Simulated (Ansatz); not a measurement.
```yaml
crystal:
  periodic: [false, false, false]
  atoms:
    - {symbol: Si, position_ang: [-0.431596, -0.008310, -0.311964]}
    - {symbol: C, position_ang: [-0.479674, -0.009071, 1.550123]}
    - {symbol: N, position_ang: [-0.474516, 0.006117, 2.709762]}
    - {symbol: C, position_ang: [1.284535, -0.068525, -0.966135]}
    - {symbol: N, position_ang: [2.374583, -0.046191, -1.298054]}
    - {symbol: H, position_ang: [-1.118496, 1.273825, -0.788121]}
    - {symbol: H, position_ang: [-1.146520, -1.160614, -0.807860]}
basis:
  gaussian: {orbitals: STO-3G}
hamiltonian: {xc: {name: wB97X-V}}
output: {forces: true}
```

```sh
$ ansatz run in.yaml --threads 4 --pin off --events-out ev --progress --plain --max-ram 3916MiB
```

Shortened log:

```
Functional definition: wB97X-V
393 factors; integrals over basis functions are off by at most 3.8e-5 eV
151 factors; integrals over basis functions are off by at most 1.4e-6 eV
mean field evaluation 1: about -12798.3599 eV, gradient 4.8e1 eV
mean field evaluation 2: about -12792.5914 eV, gradient 7.2e1 eV
mean field evaluation 4: about -12804.5917 eV, gradient 1.3e0 eV
mean field evaluation 8: about -12804.4968 eV, gradient 4.7e-2 eV
mean field -12804.49679642 eV, -470.5565780688 hartree, gradient 1.6e-5 eV, S^2 0.000000; 0 other end points of the search recorded, 0 dependent functions left out
reference -12804.49679553 eV, -470.5565780362 hartree; 21, 21 occupied and 10, 10 virtual orbitals, 393 factors
Total energy: -12804.49679553 eV, -470.5565780362 hartree
Atom 0 at    -0.431596    -0.008310    -0.311964 Å, force    -1.340344     1.568682    -0.347070 eV/Å
Atom 1 at    -0.479674    -0.009071     1.550123 Å, force     0.428574    -0.086746    -5.023189 eV/Å
Atom 2 at    -0.474516     0.006117     2.709762 Å, force    -0.089455     0.044361     4.220392 eV/Å
Atom 3 at     1.284535    -0.068525    -0.966135 Å, force    -7.292992     0.080345     2.796367 eV/Å
Atom 4 at     2.374583    -0.046191    -1.298054 Å, force     7.207193     0.049035    -2.380221 eV/Å
Atom 5 at    -1.118496     1.273825    -0.788121 Å, force     1.028347    -1.643359     0.624041 eV/Å
Atom 6 at    -1.146520    -1.160614    -0.807860 Å, force     0.058678    -0.012319     0.109680 eV/Å
Dipole moment:    -0.536055     0.002441    -0.401756 e Å
```

It took 1.6 s on 4 threads of Arm Neoverse V1 on a shared host.
